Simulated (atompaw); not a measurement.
## manganese (Mn): one change to a PAW (atompaw) potential, before and after

atompaw 4.2.0.5 input, output lines left out:

```
Mn 25
GGA-PBE scalarrelativistic loggrid 1500 logderivrange -3 5 201
4 4 3 0 0 0
4 0 1
4 1 1
3 2 5
0 0 0
c
c
c
v
c
c
v
v
2
3.00 2.60 2.85 2.60
y
0.15
n
y
0.3
n
y
1.35
n
custom polynom gramschmidtortho sinc
3 0 troulliermartins
2.05
2.05
3.00
3.00
2.00
2.00
```

Change: all radii scaled by about 1.26 (s 2.58, p 3.76, d 2.52 bohr); local potential troulliermartins scheme with l = 3 at 0 Ry, radius 3.58 bohr; augmentation sinc compensation charge, radius 3.26 bohr; PAW radius 3.76 bohr; waves and projectors: custom polynom gramschmidtortho; core correction smooth core density matched at 3.26 bohr.

Cutoffs: the cutoffs (Ry, on a coarse ladder) from which the occupation-weighted sum of valence levels, in a spherical-Bessel basis at the reference potential, stays within 10 and 1 mRy of its value at 400 Ry; they do not see the model core or the augmentation charge, which bear on the density cutoff.

**Question.** What does the change do?

**Answer.** The potential gets softer (25 Ry and 45 Ry → 15 Ry and 30 Ry); the bound ghost in s disappears. A larger radius leaves more room for a smooth pseudo-wave, so fewer plane waves are needed.

```csv
quantity,base,changed
"cutoff, loose",25 Ry,15 Ry
"cutoff, tight",45 Ry,30 Ry
loose cutoff by channel (10 mRy a level),"s 8 Ry, p 6 Ry, d 21 Ry","s 6 Ry, p 6 Ry, d 12 Ry"
bound ghosts,s,none
lowest overlap eigenvalue by channel,"s 0.39, p 0.44, d 0.97","s 0.27, p 0.71, d 0.97"
```

 A true bound ghost makes a file unfit for plane-wave use even where its test errors are small: the radial tests pick states by their node count and pass the ghost by. The cutoffs see the waves, projectors and local potential, not the compensation charge or the core.
